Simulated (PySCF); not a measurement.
# Ionising CuF

M06-2X; PySCF, no relativity, basis sets Cu def2-TZVPPD, F def2-TZVPPD. Neutral (UKS): singlet (closed shell), Re = 1.797 Å, ωe = 594 cm⁻¹, De = 4.03 eV, HOMO -9.61 eV, LUMO -2.51 eV.

CuF⁻ (UKS): doublet (σ ↑), Re = 1.899 Å, ωe = 441 cm⁻¹, De = 1.97 eV to Cu (3d10 4s1) + F⁻. The energies at the minima are -1740.32645 hartree for CuF and -1740.37116 for CuF⁻.

(1) Work out the adiabatic electron affinity, without and with harmonic zero-point energies (1 hartree = 27.2114 eV, 1 eV = 8065.5 cm⁻¹), and the change of the bond length.

For an ion De counts to the pair picked by the measured ionisation energies or electron affinities, which need not be the lowest pair at this level. The highest Kohn–Sham level is positive in this anion. Much of that is self-interaction error, but it also means that the finite basis helps to hold the extra electron. With d or f electrons several states lie close, and the lowest PBE0 determinant need not be the measured ground state.

## Answers

(1) At M06-2X: 0.04471 hartree = 1.217 eV between the minima; the zero-point term (594.0 − 441.0)/2 cm⁻¹ = +0.009 eV makes it 1.226 eV. Re changes by +10.2 pm against the neutral. The electron enters a σ orbital; in so polar a molecule the change of length follows mostly from the change of the ionic charges.
